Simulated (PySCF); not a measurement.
# Correlation energy of S³⁺ (sulfur, charge +3)

[Ne] 3s2 3p1, 2P determinant. All numbers are calculated (PySCF 2.14, the non-relativistic Hamiltonian (point nucleus), in pcseg-2). Frozen: [Ne]; 3 electrons correlated.

MP2 pair energies summed by pair of shells (mhartree):

| pair | energy | share (%) |
| --- | --- | --- |
| 3s-3s | -26.14 | 54.7 |
| 3s-3p | -21.68 | 45.3 |

Total MP2 correlation energy: -47.82 mhartree.

Same-spin part -2.93 and opposite-spin part -44.89 mhartree; SCS-MP2 scales them by 1/3 and 6/5 to -54.84 mhartree.

```
  level  correlation energy (mhartree)
   CCSD                         -68.17
    (T)                          -0.94
CCSD(T)                         -69.11
```

Diagnostics: T1 = 0.0098, D1 = 0.0228, largest double amplitude 0.108.

Cost of the coupled-cluster step: 0.23 s of wall time on 1 thread of Neoverse-V2 (shared host), for 3 correlated electrons.
